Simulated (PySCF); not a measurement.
SMILES [CH3][Ge]([CH3])([CH3])/[CH]=C/[Si](Cl)(Cl)Cl, singlet, GFN2-xTB optimised geometry.

```
21

Si    -2.83     0.53     0.00
Cl    -3.53     2.43     0.00
Cl    -3.53    -0.41     1.66
Cl    -3.53    -0.43    -1.64
C     -0.94     0.53     0.00
C     -0.17     0.01    -0.95
Ge     1.80     0.03    -0.93
C      2.43     1.05    -2.51
C      2.44     0.87     0.75
C      2.43    -1.85    -1.05
H     -0.46     0.99     0.85
H     -0.64    -0.46    -1.81
H      2.06     0.61    -3.43
H      2.08     2.08    -2.47
H      3.51     1.07    -2.55
H      2.08     0.33     1.62
H      2.10     1.90     0.82
H      3.53     0.87     0.78
H      3.52    -1.89    -1.08
H      2.06    -2.33    -1.96
H      2.09    -2.43    -0.20
```

Density from PBE0/def2-SVP in PySCF at that geometry.

Minimum of the electron density along straight lines between bonded atoms, close to the bond critical point (lines longer than 1.1 times the sum of covalent radii, or with two minima, are not listed):

```csv
bond,length / Å,ρ at the minimum / e bohr⁻³,∇²ρ there / e bohr⁻⁵,position (fraction from the first atom)
Si1–Cl2,2.027,0.098,0.31,0.37
Si1–Cl3,2.027,0.098,0.31,0.37
Si1–Cl4,2.022,0.099,0.32,0.37
Si1–C5,1.882,0.119,0.30,0.38
C5–C6,1.331,0.336,-0.87,0.50
C6–Ge7,1.974,0.123,0.08,0.54
Ge7–C8,1.987,0.122,0.04,0.47
Ge7–C9,1.985,0.122,0.04,0.47
Ge7–C10,1.987,0.122,0.04,0.47
C5–H11,1.084,0.278,-1.03,0.63
C6–H12,1.083,0.281,-1.06,0.64
C8–H13,1.086,0.273,-0.98,0.63
C8–H14,1.086,0.273,-0.99,0.63
C8–H15,1.086,0.273,-0.98,0.62
C9–H16,1.086,0.273,-0.98,0.63
C9–H17,1.086,0.273,-0.98,0.63
C9–H18,1.086,0.272,-0.98,0.63
C10–H19,1.086,0.273,-0.98,0.62
C10–H20,1.086,0.273,-0.98,0.63
C10–H21,1.086,0.273,-0.99,0.63
```
